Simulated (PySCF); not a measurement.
Si(Me)(OMe)3, SMILES CO[Si](C)(OC)OC at its GFN2-xTB optimised geometry (Å):

```
20

C     -1.0880     2.1885     1.0107
O     -1.1772     1.2230     0.0000
Si    -0.5688    -0.2835     0.0000
C      1.3415    -0.2835     0.0000
O     -1.1775    -1.0368    -1.3045
C     -1.0891    -0.6445    -2.6461
O     -1.1773    -1.0366     1.3047
C     -1.0889    -2.3945     1.6359
H     -1.4059     1.7743     1.9682
H     -0.0618     2.5518     1.1042
H     -1.7415     3.0168     0.7352
H      1.7415     0.3711    -0.7698
H      1.7415    -1.2775    -0.1820
H      1.7415     0.0558     0.9518
H     -1.4061     0.3922    -2.7661
H     -1.7438    -1.2967    -3.2251
H     -0.0633    -0.7461    -3.0084
H     -1.4064    -3.0168     0.7983
H     -1.7433    -2.5697     2.4905
H     -0.0631    -2.6576     1.9047
```

Computed with PBE0/def2-SVP (PySCF). Cells within 0.4 Å of a nucleus heavier than hydrogen are left out (blank, or x).

Map of the deformation density (molecule minus spherical neutral atoms) (e/bohr³) on the plane z = 0.0 Å:

```
|2222222222222222222222222222222|
|2222222222222222222222222222222|
|2222222222222222222222222222222|
|2222222222222222222222222222222|
|2222222222222222222222222222222|
|2222222221111122222222222222222|
|2222222211111111222222222222222|
|2222222211111111122222222222222|
|2222222211110011122222222222222|
|2222222211100011122222222222222|
|2222222211112211112222222222222|
|22222222223xx421111112222222222|
|22222222225xx831111111122222222|
|2222222222367731111111122222222|
|2222222221234311221231112222222|
|2222222211100xx266xx31112222222|
|2222222211100xx378xx31112222222|
|2222222211100001445972112222222|
|2222222221111000124993112222222|
|2222222221111000112331112222222|
|2222222221111111111111122222222|
|2222222221111111111111222222222|
|2222222221111111222222222222222|
|2222222221111112222222222222222|
|2222222221111122222222222222222|
|2222222222111122222222222222222|
|2222222222222222222222222222222|
|2222222222222222222222222222222|
|2222222222222222222222222222222|
|2222222222222222222222222222222|
|2222222222222222222222222222222|
```
Scale: ten equal steps from -0.019 (start of '0') to 0.068 (end of '9'), in the order '0123456789'; x runs from -5.50 to 5.50, y from -5.50 (bottom) to 5.50 (top).
